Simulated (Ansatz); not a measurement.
# IBr (SMILES BrI): the vertical energy of the triplet above the singlet from total energies

IBr has 2 atoms, charge 0, and is taken as a singlet. As SMILES, `BrI`. The coordinates come from a PBE0-D4/def2-TZVP relaxation.

```csv
atom,x (Å),y (Å),z (Å)
Br,0.0000,0.0000,-0.0029
I,0.0000,0.0000,2.4609
```

Both states at this one shape; open shells run unrestricted unless said. 1 Eh = 27.2114 eV.

```tsv
level	program	singlet IBr (Eh)	triplet IBr (Eh)
r2SCAN/def2-TZVP (core potential)	Ansatz	-2871.968630	-2871.900272
B3LYP/STO-3G	Ansatz	-9398.831659	-9398.727212
```

Task: Work out the vertical gap, second state less first, at each level.

Result: 
1. r2SCAN/def2-TZVP (core potential): -2871.900272 − (-2871.968630) = 0.068358 Eh = 1.86 eV.
2. B3LYP/STO-3G: -9398.727212 − (-9398.831659) = 0.104447 Eh = 2.84 eV.

No measured value is set beside it here; the levels span 1.86 to 2.84 eV. Spin-orbit coupling, which splits open shells on such heavy atoms by tenths of an eV, is left out. Minimal sets are far from the basis-set limit. All-electron rows are non-relativistic unless named.
